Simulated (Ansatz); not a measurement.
Molecule: C4H9O (charge 0, doublet). It need not be the lowest isomer of its formula. SMILES: C[C](C)CO
Structure (B3LYP-D3(BJ)/def2-TZVP (Ansatz, an electronic-structure program) minimum search):
```xyz
14

C     -1.6952    -0.8016    -0.3314
C     -0.4756     0.0081    -0.0631
C     -0.4707     1.4530    -0.4183
C      0.8195    -0.7054     0.0899
O      1.7387     0.0865     0.8451
H     -2.6006    -0.2652    -0.0361
H     -1.6756    -1.7579     0.1962
H     -1.8097    -1.0309    -1.4038
H     -0.3892     1.5972    -1.5089
H      0.3693     1.9722     0.0409
H     -1.3992     1.9400    -0.1102
H      0.6523    -1.6753     0.5763
H      1.2530    -0.9198    -0.9066
H      2.6219    -0.2772     0.7284
```
Charge 0, spin multiplicity 2.

Property: atomisation energy (electronic, to ground-state atoms), in kJ/mol. Cores are frozen in the correlated levels unless marked. Open shells are spin-unrestricted. Spin-orbit coupling is left out. No relativistic terms. The coupled-cluster limit lacks core correlation, which all-electron functionals hold. CBS(X,Y): correlation extrapolated as X^-3; Hartree-Fock from the larger set.

| level | program | atomisation energy (kJ/mol) |
|---|---|---|
| BLYP/def2-TZVPD | Ansatz | 5354.6 |
| r2SCAN/def2-TZVPD | Ansatz | 5437.9 |

Q: What does CCSD(T)/CBS(cc-pVTZ,cc-pVQZ) (Ansatz) give?

A: 5411.4 kJ/mol
